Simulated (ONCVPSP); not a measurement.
## titanium, ONCV: configuration errors across variants

titanium, optimised norm-conserving Vanderbilt (ONCV), made with ONCVPSP 4.0.1 (revPBE, scalar-relativistic). Core [Ar], reference 3d2 4s2. Waves: 4s: rc 3.30 bohr, ncon 5, nbas 8, qcut 2.6 1/bohr, 2 projectors, debl 0.8 Ha; p scattering state at 0.02 Ha: rc 3.10 bohr, ncon 4, nbas 8, qcut 2.3 1/bohr, 2 projectors, debl 3.9 Ha; 3d: rc 2.40 bohr, ncon 4, nbas 8, qcut 7.9 1/bohr, 2 projectors, debl 0.4 Ha. Local part: polynomial inside 2.00 bohr (lpopt 5, dvloc0 2 Ha). Core correction: polynomial model core, fcfact 0.45.

In the p channel the program set the typed energies aside and used 0.050, 3.950 Ha.

All-electron excitation energies from the reference (eV): (1) 3d2 4s1 7.279; (2) 3d2 4s0 20.710; (3) 3d1 4s0 47.570; (4) 3d3 4s0 7.292.

3 further variants failed, have other tests or too few solved ones, and are left out.

A true bound ghost makes a file unfit for plane-wave use even where its test errors are small: the radial tests pick states by their node count and pass the ghost by.

Errors AE − PS in meV (a dash: test not solved or not reliable):

```tsv
change	(1)	(2)	(3)	(4)	bound ghosts	GHOST(+) flags above zero
base	-3.9	-20	-125	-112	none	s, p
s: qcut 2.1; p: qcut 1.9; d: qcut 6.4	-3.2	-24	-94	-22	none	s, p
s: qcut 2.3; p: qcut 2.1; d: qcut 7.1	-3.5	-21	-113	-66	p	s, p
s: qcut 2.8; p: qcut 2.5; d: qcut 8.6	-4.2	-19	-139	-139	none	s, p
```

Question: Give the same row for: s: qcut 1.6; p: qcut 1.5; d: qcut 5.

Answer: -3.1, -36, -34, +109; bound ghosts: none; GHOST(+) flags above zero: s, p.
